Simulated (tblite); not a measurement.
`CC#C[SiH][Si@@H](F)P` [radical] (doublet state). The geometry is computed with GFN2-xTB (gas phase). This method treats the open shell by occupation alone, without spin polarisation.

```
atom  x, y, z in Å
C1     2.9429    1.6252    0.0913
C2     1.9652    0.5866    0.3172
C3     1.1615   -0.3039    0.4775
Si4   -0.1068   -1.5711    0.8533
Si5   -2.0851   -1.4113   -0.2788
F6    -3.0401   -2.4770    0.4926
P7    -2.9836    0.6104    0.1205
H8     3.4062    1.9119    1.0355
H9     2.4623    2.5003   -0.3458
H10    3.7180    1.2706   -0.5885
H11    0.5990   -2.8585    0.9410
H12   -2.3725   -1.8276   -1.6628
H13   -3.7348    0.6551   -1.0382
H14   -1.9328    1.2887   -0.4669
```

Problem. What is the longest distance between nuclei?

Solution. F6···H8, 7.82 Å; the next longest distance is 7.80 Å.

Problem. Work out the bond lengths C1–C2, C1–H9, C1–H10, C3–Si4, Si4–Si5, Si4–H11, Si5–H12, P7–H14 in Å.

Solution. For C1–C2 the difference vector is (-0.9777, -1.0386, 0.2259) Å, of length 1.4442 Å. C1–C2 1.444; C1–H9 1.090; C1–H10 1.090; C3–Si4 1.832; Si4–Si5 2.285; Si4–H11 1.471; Si5–H12 1.474; P7–H14 1.382 Å.

Problem. How far apart are these pairs, which share no bond: C3···H11, C3···H14, Si5···H11, F6···H11, H8···H13, H10···H11, H10···H14?

Solution. C3···H11 2.657 Å (2 bonds apart); C3···H14 3.606 Å (4 bonds apart); Si5···H11 3.284 Å (2 bonds apart); F6···H11 3.686 Å (3 bonds apart); H8···H13 7.541 Å (7 bonds apart); H10···H11 5.396 Å (5 bonds apart); H10···H14 5.652 Å (7 bonds apart).

Problem. What are the angles H8–C1–H10, Si5–Si4–H11, Si4–Si5–H12, Si4–Si5–P7, Si5–P7–H13?

Solution. From the scalar product of the two bond vectors; for H8–C1–H10 it is -0.3844 Å² over 1.0901 × 1.0903 Å², cos θ = -0.3235. H8–C1–H10 108.9°; Si5–Si4–H11 120.4°; Si4–Si5–H12 127.9°; Si4–Si5–P7 108.7°; Si5–P7–H13 95.6°.

Problem. Give the dihedral angles F6–Si5–P7–H13, F6–Si5–P7–H14, C3–Si4–Si5–F6, H11–Si4–Si5–P7.

Solution. F6–Si5–P7–H13 -94° (anticlinal); F6–Si5–P7–H14 173° (antiperiplanar); C3–Si4–Si5–F6 -169° (antiperiplanar); H11–Si4–Si5–P7 171° (antiperiplanar). Dihedral signs follow IUPAC: positive where, seen along the central bond, the front bond turns clockwise onto the rear one.

GFN2-xTB frequencies show an imaginary mode (23i cm⁻¹), so the point is no minimum at that level. 3 starts were optimised and ended at 0.00, 0.27 and 0.28 kcal/mol (GFN2-xTB); the lowest of these is shown.

One conformer stands for the species.
